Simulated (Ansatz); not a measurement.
Job for Ansatz (a first-principles code): U-SVWN5/def2-TZVPP on CF3 (SMILES F[C](F)F).

Ansatz 0.2 input:
```yaml
crystal:
  periodic: [false, false, false]
  atoms:
    - {symbol: F, position_ang: [-0.62192099, 1.09278725, -0.12831074]}
    - {symbol: C, position_ang: [-0.01049712, 0.00189840, 0.29776334]}
    - {symbol: F, position_ang: [-0.63027997, -1.08954127, -0.11465911]}
    - {symbol: F, position_ang: [1.26269808, -0.00524439, -0.05489349]}
basis:
  gaussian:
    orbitals: def2-TZVPP
hamiltonian:
  xc: {name: SVWN5}
magnetization: {spin_polarized: true, initial_magnetization: 1}
```

Output:

```
WARN ansatz: RAYON_NUM_THREADS=4 ignored (pool sized by the plan → 4); use --threads N
Functional definition: SVWN5
integrals: 0.03 GiB planned
648 factors; their error is unknown
mean field: 0.38 GiB planned
mean field evaluation 1: about -9128.0015 eV, gradient 2.3e1 eV
mean field evaluation 2: about -9126.0031 eV, gradient 3.6e1 eV
mean field evaluation 4: about -9129.2250 eV, gradient 7.8e-1 eV
mean field evaluation 8: about -9129.2168 eV, gradient 1.9e-1 eV
mean field evaluation 16: about -9129.2169 eV, gradient 1.2e-5 eV
mean field -9129.21691041 eV, -335.4925334522 hartree, gradient 1.2e-5 eV, S^2 0.751015; 0 other end points of the search recorded, 0 dependent functions left out
reference -9129.21692771 eV, -335.4925340878 hartree; 17, 16 occupied and 107, 108 virtual orbitals, 648 factors
Total energy: -9129.21692771 eV, -335.4925340878 hartree
```

The calculation finished and met its thresholds.

Cost: roughly 2.2 core-seconds.
